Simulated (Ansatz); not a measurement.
Ansatz results at the PBE0-D4/def2-TZVP geometry: LUMO energy (B3LYP/def2-TZVPP) -0.91 eV; LUMO energy (PBE0/def2-TZVPP) -0.72 eV; HOMO energy (PBE/def2-TZVPP) -6.21 eV.

Each molecule was computed in one conformer, which needn't be the lowest.

(1) Which molecule gave them?
A. `C#[C][Al]([OH])[OH]`
B. `BC1C[SiH2][SiH2]1`
C. `C[CH]([AlH2])[SiH2]Cl`
D. `CN[Si](N)(F)F`

## Answers

(1) C. The others give `CN[Si](N)(F)F`: 0.42, 0.79, -5.86; `BC1C[SiH2][SiH2]1`: -0.54, -0.35, -6.32; `C#[C][Al]([OH])[OH]`: -0.86, -0.64, -7.06.

B3LYP here is the variant with VWN-RPA as its local correlation; programs differ in this.
